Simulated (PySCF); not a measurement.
## From computed data to an observable: oscillator strength and radiative lifetime

ClGaH₂S₂, SMILES [Ga]([Cl])([SH])[SH].

The structure is a stationary point at PBE0-D3(BJ)/def2-SVP. The structure was generated by enumeration; whether it is a known compound was not checked. The values are those of a single conformer.

TDDFT-PBE/def2-SVPD in PySCF puts the first singlet state with f over 0.02 at 5.68 eV (vertical), with the transition dipole (0.000, 0.880, 0.000) in atomic units.

Task: Find the oscillator strength, the wavelength and the radiative lifetime that this transition would have in vacuum if emission retraced absorption.

Result: 
|μ|² = 0.7744 au, so |μ| = 2.24 D. ΔE = 5.68/27.211 = 0.2087 hartree. f = (2/3) ΔE |μ|² = 0.108 (the program prints 0.108).
λ = 1239.84/5.68 = 218 nm; ν = 45812 cm⁻¹.
Einstein's coefficient A = 0.6670 ν² f s⁻¹ (ν in cm⁻¹) = 1.5e8 s⁻¹, so τ = 1/A = 6.6 ns. This state is S5; the lower singlets have f = 0.000, 0.016, 0.006, 0.000. The figure is the radiative limit of this one transition; relaxation, internal conversion, crossing to triplets and a medium change what is measured.
